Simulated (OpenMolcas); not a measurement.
# Mo2+: effect of the IPEA shift

```json
{
  "Program": "OpenMolcas 26.06",
  "Basis": "ANO-RCC-VTZP [7s6p4d2f1g]",
  "Scalar Hamiltonian": "DKH2, point nucleus",
  "Active space": "4 electrons in 6 orbitals (4d 5s)",
  "State averaging": "2S+1 = 5 even, 15 roots; 2S+1 = 3 even, 95 roots; 2S+1 = 1 even, 90 roots",
  "Spin-orbit coupling": "RASSI with atomic mean-field integrals over the reference wave functions, term energies averaged over their components"
}
```

Methods on the same reference wave functions:
A. CASSCF
B. MS-CASPT2, IPEA 0 Eh, imaginary shift 0.1 Eh (closed shells correlated: 4s 4p)
C. MS-CASPT2, IPEA 0.25 Eh, imaginary shift 0.1 Eh (closed shells correlated: 4s 4p)

Energies in eV above 4d⁴ ⁵D₀, the measured ground level; measured values from Sugar and Musgrove, J. Phys. Chem. Ref. Data 17, 155 (1988).

```csv
Level,A,B,C,Measured
4d⁴ ⁵D₀,0.0000,0.0000,0.0000,0.0000
4d⁴ ⁵D₁,0.0292,0.0316,0.0307,0.0300
4d⁴ ⁵D₂,0.0823,0.0868,0.0851,0.0829
4d⁴ ⁵D₃,0.1531,0.1581,0.1562,0.1518
4d⁴ ⁵D₄,0.2371,0.2405,0.2394,0.2321
4d⁴ ³P₀(1),1.7723,1.381,1.506,1.3823
4d⁴ ³H₄,1.8781,1.630,1.732,1.5721
4d⁴ ³P₁(1),1.9239,1.535,1.661,1.5511
4d⁴ ³H₅,1.9427,1.705,1.804,1.6460
4d⁴ ³H₆,2.0038,1.773,1.870,1.7124
4d⁴ ³F₂(1),2.1178,1.743,1.876,1.7269
4d⁴ ³F₃(1),2.1227,1.748,1.879,1.7294
4d⁴ ³F₄(1),2.1549,1.794,1.922,1.7725
4d⁴ ³P₂(1),2.1631,1.769,1.896,1.7801
4d⁴ ³G₃,2.3988,2.016,2.134,1.9678
4d⁴ ³G₄,2.4550,2.075,2.190,2.0188
4d⁴ ³G₅,2.5026,2.127,2.241,2.0723
4d⁴ ¹I₆,2.9122,2.636,2.672,2.5157
4d⁴ ³D₃,3.0552,2.447,2.593,2.4162
4d⁴ ³D₂,3.0638,2.465,2.606,2.4272
4d⁴ ¹G₄(1),3.0966,2.695,2.781,2.5555
4d⁴ ³D₁,3.1050,2.500,2.645,
4d⁴ ¹D₂(1),3.5315,3.024,3.091,2.8276
4d⁴ ¹S₀(1),3.5763,2.883,3.058,2.8504
```

Deviations, from unrounded energies. A percentage is the sum of absolute deviations over the sum of measured energies, with the sign that they share, or ± where signs differ.

| Against measurement | Levels | A | B | C |
| --- | --- | --- | --- | --- |
| mean absolute deviation (cm-1) | 22 | 3000 | 370 | 1100 |
| fine structure of the ground term (%) | 4 | ±1.5 | +4.1 | +2.9 |
| other terms of the ground configuration (%) | 18 | +22.3 | ±2.7 | +8.2 |

B lies closest to measurement on these levels and A furthest from it. The largest miss of B in the table is 4d⁴ ¹D₂(1), by +1600 cm-1. The ranking rests on the paired levels alone, and a cruder setting can come out closer through cancelling errors.

Between B and C the level of the table that moves most is 4d⁴ ¹S₀(1), by 1400 cm-1 (lowest in B, highest in C). Moves below CASPT2's spread within the term are not significant.

From A to B the spin-free energies of the other terms of 4d⁴ shown, above ⁵D, scale by factors of 0.79 to 0.90, as is usual when dynamic correlation screens the repulsion within a d or f shell.

The lowest spin-free term lies below A's lowest term by 0.347 hartree in B, 0.337 hartree in C.

Term energies are means over components that CASPT2 splits; among the terms shown or strongly mixed into the levels shown the widest spread is 650 cm-1 (4d⁴ ¹I, B). Configurations are named by rounded mean occupations; where the s occupation lies near a half they are strongly mixed, a name can repeat and a true partner stay unpaired. Without dynamic correlation excited terms often stand tens of per cent too high (terms of higher spin than the ground term too low), and those without a measured partner can miss by more than the paired ones (holds for A). Some levels mix across a computed gap that differs much from the measured one, so their mixing is not that of the real levels (holds for A; B). Blocks of more than 70 roots (2S+1 = 3 even, 1 even) ran without multistate coupling (holds for B; C). The CASPT2 spread within a term exceeds the gap to the next term for 4d⁴ ¹I and 4d⁴ ¹G(1), so the order of their levels is uncertain (holds for B). Measured partners are found by configuration, term and J. A level has none where our copy of the source lacks it or the pairing is in doubt (some pairs that miss far off the trend of their configuration count as doubtful), and it then counts in no deviation. Only configurations of the active space appear. The table leaves out levels that lie high or whose names do not pair safely across all columns.

A number in round brackets counts repeated terms of one configuration in the order of the reference energies.
